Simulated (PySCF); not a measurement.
## Correlation energy of Ge+ (germanium, charge +1)

[Ar] 3d10 4s2 4p1, 2P determinant. Computed with PySCF 2.14 in x2c-SVPall (5s4p3d, 32 functions), with scalar relativity by spin-free X2C-1e. Frozen: [Ar] 3d10; 3 electrons correlated.

MP2 pair energies summed by pair of shells (mhartree):

| pair | energy | share (%) |
| --- | --- | --- |
| 4s-4s | -19.01 | 59.3 |
| 4s-4p | -13.04 | 40.7 |

Total MP2 correlation energy: -32.05 mhartree.

Same-spin part -2.11 and opposite-spin part -29.95 mhartree; SCS-MP2 scales them by 1/3 and 6/5 to -36.64 mhartree.

```json
{"level": "CCSD", "correlation energy (mhartree)": "-46.88"}
{"level": "(T)", "correlation energy (mhartree)": "-0.49"}
{"level": "CCSD(T)", "correlation energy (mhartree)": "-47.37"}
```

Diagnostics: T1 = 0.0091, D1 = 0.0218, largest double amplitude 0.097.

**Question.** Is a single reference adequate?

**Answer.** Mostly. T1 lies below 0.03, but a double amplitude of this size points to a near-degeneracy that CCSD handles and MP2 describes poorly.
